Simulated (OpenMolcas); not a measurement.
## Multiconfigurational calculation on Pm3+

Pm3+ with 6 ligands (fluoride) in trigonal prismatic coordination (D3h) at 2.28 Å, a polar angle of 48.6° against the regular 49.1°. A charge of +0.5 e stands 2.6 Å behind each ligand. Ligand basis ANO-RCC-VDZP.

Input:

```
&GATEWAY
Coord
7

Pm 0.0 0.0 0.0
F 1.710490 0.000000 1.507522
F -0.855245 1.481328 1.507522
F -0.855245 -1.481328 1.507522
F 1.710490 0.000000 -1.507522
F -0.855245 1.481328 -1.507522
F -0.855245 -1.481328 -1.507522
Basis=Pm.ANO-RCC-VDZP,F.ANO-RCC-VDZP
Group=NoSym
NoMove
AngMom=0.0 0.0 0.0
AMFI
RICD
XField
6 Angstrom 0
3.661049 0.000000 3.226626 0.500000
-1.830524 3.170562 3.226626 0.500000
-1.830524 -3.170562 3.226626 0.500000
3.661049 0.000000 -3.226626 0.500000
-1.830524 3.170562 -3.226626 0.500000
-1.830524 -3.170562 -3.226626 0.500000
&SEWARD
&RASSCF
FileOrb=start.orb
Symmetry=1
Spin=5
nActEl=4 0 0
Inactive=57
Ras2=7
CIRoot=35 35 1
SDav=35
CIMx=300
Iter=150 100
PrWF=0.3
OrbListing=Nothing
MaxOrb=0
LevShft=1.0
>>> COPY $Project.JobIph JOB001
&RASSCF
FileOrb=start.orb
Symmetry=1
Spin=3
nActEl=4 0 0
Inactive=57
Ras2=7
CIRoot=162 162 1
SDav=210
CIMx=300
Iter=150 100
PrWF=0.3
OrbListing=Nothing
MaxOrb=0
CIOnly
LevShft=1.0
>>> COPY $Project.JobIph JOB002
&RASSCF
FileOrb=start.orb
Symmetry=1
Spin=1
nActEl=4 0 0
Inactive=57
Ras2=7
CIRoot=162 162 1
SDav=196
CIMx=300
Iter=150 100
PrWF=0.3
OrbListing=Nothing
MaxOrb=0
CIOnly
LevShft=1.0
>>> COPY $Project.JobIph JOB003
&RASSI
NrOfJobIphs=3 33 106 31
1 2 3 4 5 6 7 8 9 10 11 12 13 14 15 16 17 18 19 20 21 22 23 24 25 26 27
28 29 30 31 32 33
1 2 3 4 5 6 7 8 9 10 11 12 13 14 15 16 17 18 19 20 21 22 23 24 25 26 27
28 29 30 31 32 33 34 35 36 37 38 39 40 41 42 43 44 45 46 47 48 49 50 51
52 53 54 55 56 57 58 59 60 61 62 63 64 65 66 67 68 69 70 71 72 73 74 75
76 77 78 79 80 81 82 83 84 85 86 87 88 89 90 91 92 93 94 95 96 97 98 99
100 101 102 103 104 105 106
1 2 3 4 5 6 7 8 9 10 11 12 13 14 15 16 17 18 19 20 21 22 23 24 25 26 27
28 29 30 31
IphNames
JOB001
JOB002
JOB003
EJob
SpinOrbit
DIPRint=1.0
SOCoupling=1000.0
Subsets=2
Property=9
'ANGMOM' 1 'ANGMOM' 2 'ANGMOM' 3 'MLTPL  1' 1 'MLTPL  1' 2 'MLTPL  1' 3
'AMFI' 1 'AMFI' 2 'AMFI' 3
SOProperty=3
'ANGMOM' 1 'ANGMOM' 2 'ANGMOM' 3
```

Launched by
```bash
OMP_NUM_THREADS=1 MOLCAS_MEM=2457 MOLCAS_PROJECT=a pymolcas a.inp > a.log  # once for each step of the input, in one work folder
```

A driver script runs the steps one by one and writes start.orb anew before each from the orbitals found so far, so a CI-only block uses the converged orbitals of the first block.

Output, cut to the results:

```
--- SEWARD ---
Basis set label: PM.ANO-RCC...7S6P4D2F1G.

      Electronic valence basis set:
      ------------------
      Associated Effective Charge  61.000000 au
      Associated Actual Charge     61.000000 au
      Nuclear Model: Point charge

      Shell  nPrim  nBasis  Cartesian Spherical Contaminant
         s      25       7        X
         p      22       6        X
         d      15       4                 X
         f      11       2                 X
         g       4       1                 X
                  Relativistic Douglas-Kroll-Hess integrals:
                    - DKH order of Hamiltonian: 2
                    - DKH order of Properties : 0
                  Atomic mean-field integrals
--- RASSCF ---
Wave function specifications:
      -----------------------------

      Number of closed shell electrons         114
      Number of electrons in active shells       4
      Max number of holes in RAS1 space          0
      Max nr of electrons in RAS3 space          0
      Number of inactive orbitals               57
      Number of active orbitals                  7
      Number of secondary orbitals              88
      Spin quantum number                      2.0
      State symmetry                             1
Orbital specifications:
      -----------------------

      Symmetry species                           1
                                                 a
      Frozen orbitals                            0
      Inactive orbitals                         57
      Active orbitals                            7
      RAS1 orbitals                              0
      RAS2 orbitals                              7
      RAS3 orbitals                              0
      Secondary orbitals                        88
      Deleted orbitals                           0
      Number of basis functions                152
      Number of CSFs                            35
      Number of root(s) required                35
      Iter CI   SX   CI       RASSCF       Energy    max ROT     max BLB   max BLB  Level Ln srch  Step   QN
          iter iter root      energy       change     param      element    value   shift minimum  type update
 Nr of preliminary CI iterations:   1
      Total energies have been shifted. Add               -10000.00 au
        1   1    9    0  -609.77266329    0.00E+00  -5.65E-02   46 128 1 -3.36E-01*  0.87   0.00    SX    NO
        2   1   10    0  -610.62830708   -8.56E-01*  1.66E-02   30  68 1  6.13E-02*  0.90   0.00    SX    NO
        3   1    9    0  -610.69745345   -6.91E-02*  8.07E-03   54 144 1  4.16E-02*  0.93   0.00    SX    NO
        4   1    9    0  -610.71054294   -1.31E-02*  4.57E-03   30  68 1  1.75E-02*  0.95   0.00    SX    NO
        5   1    9    0  -610.71465009   -4.11E-03*  5.91E-03   30  68 1  1.00E-02*  0.95   2.39    LS   YES
        6   1    8    0  -610.71675370   -2.10E-03*  1.22E-03   27  89 1 -4.83E-03*  0.96   1.07    QN   YES
        7   1    8    0  -610.71698582   -2.32E-04*  1.05E-03   27  89 1 -2.92E-03*  0.96   1.87    LS   YES
        8   1    8    0  -610.71704962   -6.38E-05* -4.61E-04   16  96 1 -2.46E-03*  0.96   1.01    QN   YES
        9   1    7    0  -610.71708419   -3.46E-05* -3.40E-04   27  98 1 -9.35E-04*  0.96   1.41    QN   YES
       10   1    7    0  -610.71709485   -1.07E-05* -1.97E-04   54 144 1  5.25E-04*  0.96   1.34    QN   YES
       11   1    6    0  -610.71709734   -2.49E-06* -6.44E-05   27  89 1  2.38E-04*  0.96   1.35    QN   YES
       12   1    6    0  -610.71709780   -4.56E-07* -2.82E-05   25  87 1  6.89E-05   0.96   1.34    QN   YES
       13   1    5    0  -610.71709786   -6.41E-08* -4.22E-05   27  98 1  4.18E-05   0.96   2.50    LS   YES
       14   1    6    0  -610.71709781    5.03E-08* -2.29E-05   27  89 1 -9.19E-05   0.96   0.23    LS   YES
       15   1    5    0  -610.71709786   -5.01E-08* -1.12E-05   18  98 1 -4.51E-05   0.96   1.42    QN   YES
       16   1    5    0  -610.71709788   -1.35E-08* -4.42E-06   18  98 1 -1.26E-05   0.96   1.33    QN   YES
       17   1    4    0  -610.71709788   -2.65E-09   2.71E-06   26  65 1  4.77E-06   0.96   1.32    QN   YES
      Convergence after 17 iterations
       18   1    4    0  -610.71709788   -3.98E-10   2.71E-06   27  98 1 -3.17E-06   0.96   1.32    QN   YES
      Natural orbitals and occupation numbers for root  1
      sym 1:   0.751343   0.320758   0.837086   0.209871   0.837086   0.320758   0.723098
...
--- RASSI ---
SPIN-FREE ENERGIES:
  (Shifted by EMIN (a.u.) =     -10610.7866763651)

 SF State       Relative EMIN(au)   Rel lowest level(eV)    D:o, cm**(-1)

     1             0.0000000000        0.0000000000              0.0000
     2             0.0001430556        0.0038927403             31.3971
     3             0.0001430556        0.0038927403             31.3971
     4             0.0005528390        0.0150435150            121.3341
     5             0.0005528390        0.0150435150            121.3341
     6             0.0010709933        0.0291432136            235.0559
     7             0.0012481971        0.0339651734            273.9476
     8             0.0014921337        0.0406030254            327.4855
     9             0.0014936411        0.0406440438            327.8163
    10             0.0017833196        0.0485265973            391.3934
    11             0.0017833196        0.0485265973            391.3934
    12             0.0021033127        0.0572340554            461.6238
    13             0.0021033127        0.0572340554            461.6238
    14             0.0680879605        1.8527677924          14943.5800
    15             0.0681700575        1.8550017653          14961.5982
    16             0.0694867674        1.8908312677          15250.5827
    17             0.0696542903        1.8953897969          15287.3497
    18             0.0699823920        1.9043178989          15359.3597
    19             0.0699823920        1.9043178989          15359.3597
    20             0.0702103678        1.9105214373          15409.3946
    21             0.0702103678        1.9105214373          15409.3946
    34             0.0824217439        2.2428099087          18089.4819
    35             0.0824240006        2.2428713164          18089.9771
    36             0.0825044024        2.2450591615          18107.6233
    37             0.0825044024        2.2450591615          18107.6233
...
```

Spin-orbit levels above the lowest (labels of D3, the rotations of D3h):

```tsv
E (cm-1)	Degeneracy	Label	2S+1	J	|mJ| (%)	g
0.0	1	A1	5	4.00	0 (100)	
52.0	2	E	5	4.00	1 (100)	0.00 0.00 1.42
191.2	2	E	5	4.01	2 (100)	0.00 0.00 2.72
326.8	2	E	5	4.00	4 (100)	0.00 0.00 4.69
340.0	1	A2	5	4.01	3 (100)	
361.0	1	A1	5	4.00	3 (100)	
1610	1	A2	5	5.00	0 (100)	
1638	2	E	5	5.00	1 (100)	0.00 0.00 1.78
1711	2	E	5	5.00	2 (100)	0.00 0.00 3.57
1799	1	A1	5	5.00	3 (100)	
1800	1	A2	5	5.00	3 (100)	
1873	2	E	5	5.00	4 (100)	0.00 0.00 7.39
1894	2	E	5	5.00	5 (100)	0.00 0.00 8.90
3349	1	A1	5	6.00	0 (100)	
3368	2	E	5	6.00	1 (100)	0.00 0.00 2.08
3420	2	E	5	6.00	2 (100)	0.00 0.00 4.19
3490	1	A2	5	6.00	3 (100)	
3491	1	A1	5	6.00	3 (100)	
3561	2	E	5	6.00	4 (100)	0.00 0.00 8.59
3614	2	E	5	6.00	5 (100)	0.00 0.00 10.80
```

High states are left out of the spin-orbit mixing, which shifts the levels that they would mix with. Without dynamic correlation the ligand-field splitting of an f shell can come out too small, at times by half. The first state left out of the spin-orbit step lies near 39000 cm-1 above the lowest spin-free state of the reference (among the parities and spins computed), and the lists stop at four fifths of that energy or lower. No measured value stands beside these numbers; the geometry is a model, was not optimised and need not be the one that this ion takes.

The RASSCF and RASSI steps took 2.2 min on 1 thread of Arm Neoverse V2, on a shared host; the integral step is not counted.

With an even number of electrons the g values are those of a degenerate or nearly degenerate non-Kramers pair.
